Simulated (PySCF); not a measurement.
Excitations are Tamm–Dancoff values on a coarser integration grid. The basis has no diffuse functions, so Rydberg states are missing or too high.

Cartesian coordinates (Å):
```xyz
8

B      1.4898    -0.1258    -0.0534
Si    -0.4604     0.3100     0.0012
O     -1.3740    -1.0645     0.1147
H      1.9232    -1.2379    -0.0057
H      2.2747     0.7742    -0.1379
H     -0.8230     1.0886    -1.2248
H     -0.7250     1.2203     1.1598
H     -2.3256    -0.9606     0.1475
```
Charge 0, multiplicity 1.

**Question.** Give the T1 excitation (TDA), S1–T1 gap (TDA), total energy, HOMO, dipole moment, LUMO, S1 oscillator strength and HOMO–LUMO gap at the level PBE-D3(BJ)/def2-TZVP // PBE0-D4/def2-TZVP (PySCF).

**Answer.** 
The T1 excitation (TDA) is 3.00 eV. The S1–T1 gap (TDA) is 0.93 eV, the total energy comes out as -392.3347 Ha and the HOMO comes out as -6.97 eV. The dipole moment is 1.02 D. The LUMO is -3.41 eV. The S1 oscillator strength is 0.019 and the HOMO–LUMO gap is 3.56 eV.
